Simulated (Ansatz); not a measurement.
Abridged output of a molecular run in Ansatz:

```
Functional definition: HF
1473 factors; integrals over basis functions are off by at most 1.0e-3 eV
mean field evaluation 1: about -24540.6277 eV, gradient 3.8e1 eV
mean field evaluation 2: about -24540.9414 eV, gradient 3.9e1 eV
mean field evaluation 4: about -24544.5938 eV, gradient 4.0e0 eV
mean field evaluation 8: about -24544.6739 eV, gradient 4.3e-1 eV
mean field evaluation 16: about -24544.6753 eV, gradient 1.7e-6 eV
mean field -24544.67534774 eV, -902.0001820508 hartree, gradient 1.7e-6 eV, S^2 0.000000; 0 other end points of the search recorded, 0 dependent functions left out
13 core orbitals not correlated: weight in the atoms' cores, before any rotation towards them, 1.000 or more for the frozen orbitals, at most 0.000 for the correlated occupied ones
reference -24544.67534774 eV, -902.0001820508 hartree; 15, 15 occupied and 219, 219 virtual orbitals, 1473 factors
second order -23.83154264 eV of doubles, -0.00000000 eV of singles
cycle   1  -24.29382832 eV  change   -4.6e-1 eV  update   1.1e-1
cycle   2  -24.92270594 eV  change   -6.3e-1 eV  update   3.4e-2
cycle   3  -25.06502697 eV  change   -1.4e-1 eV  update   1.7e-2
cycle   4  -25.05311200 eV  change    1.2e-2 eV  update   4.1e-3
cycle   5  -25.05187490 eV  change    1.2e-3 eV  update   1.8e-3
cycle   6  -25.05243440 eV  change   -5.6e-4 eV  update   5.0e-4
cycle   7  -25.05219777 eV  change    2.4e-4 eV  update   1.7e-4
cycle   8  -25.05216119 eV  change    3.7e-5 eV  update   5.2e-5
cycle   9  -25.05217787 eV  change   -1.7e-5 eV  update   1.9e-5
perturbative correction -1.10270640 eV, -0.0405237128 hartree
Total energy: -24570.83023200 eV, -902.9613563192 hartree
```

Its atoms:

Z-matrix (Å, degrees):
```
Si
C 1 1.850
H 1 1.486 2 108.0
H 1 1.487 2 111.6 3 -119.5
H 1 1.487 2 111.6 3 119.5
C 2 1.328 1 124.8 3 179.7
H 2 1.086 1 120.3 3 -0.3
Cl 6 1.738 2 122.0 1 0.0
O 6 1.339 2 124.4 1 -180.0
H 9 0.962 6 110.0 2 -180.0
```

Task: Which basis set was used?
A. def2-QZVPP
B. def2-TZVPP
C. cc-pV(Q+d)Z
D. def2-TZVPPD

Result: B. It gives 247 functions.

Task: Write the keys of the input that set method, charge and spin (a neutral closed shell needs none for the last two).

Result: 
```yaml
correlation: {method: ccsd_t}
```
